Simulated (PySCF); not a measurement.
Stretching BeTe

Set-up: basis Be def2-SVPD, Te def2-SVPD with ECP28; scalar-relativistic core potentials; PySCF 2.14. Energies in eV from Be + Te in their ground configurations at the same level. State: ³Π (triplet), unpaired electrons σ ↑, π ↑, a second solution, started from another occupation.

All columns are PBE0. A positive dipole means Be(−)Te(+).

```
R (Å)  E (eV)  μ (D)  Mulliken charge on Be (basis-dependent)  HOMO (eV)  LUMO (eV)  Mayer bond order  ⟨S²⟩
1.796   0.198   1.28                                    -0.08      -5.25      -5.43              1.75  2.00
1.879  -0.661   1.08                                     0.01      -5.35      -5.27              1.61  2.00
1.963  -1.247   0.85                                     0.09      -5.45      -5.12              1.48  2.00
2.025  -1.548   0.67                                     0.15      -5.53      -5.01              1.40  2.00
2.088  -1.756   0.48                                     0.19      -5.61      -4.90              1.33  2.00
2.151  -1.890   0.28                                     0.24      -5.69      -4.80              1.26  2.00
2.234  -1.977   0.01                                     0.29      -5.79      -4.67              1.18  2.00
2.339  -1.980  -0.34                                     0.34      -5.92      -4.52              1.11  2.00
2.464  -1.877  -0.76                                     0.37      -6.06      -4.36              1.03  2.01
2.631  -1.639  -1.28                                     0.40      -6.16      -4.17              0.96  2.01
```

A fit through these points gives, at Re = 2.287 Å, μ = -0.17 D and dμ/dR = -3.34 D/Å; the reduced mass is 8.428 u.

Task: How strong is the fundamental in the double-harmonic approximation, I = 42.26·(dμ/dR)²/μred km/mol?

Result: I = 42.26·(-3.34)²/8.428 = 55.9 km/mol at PBE0.

Spin–orbit coupling is left out, which matters for elements this heavy, above all for dissociation energies.

At some distances an empty level lies below a filled one, because the occupation is held.
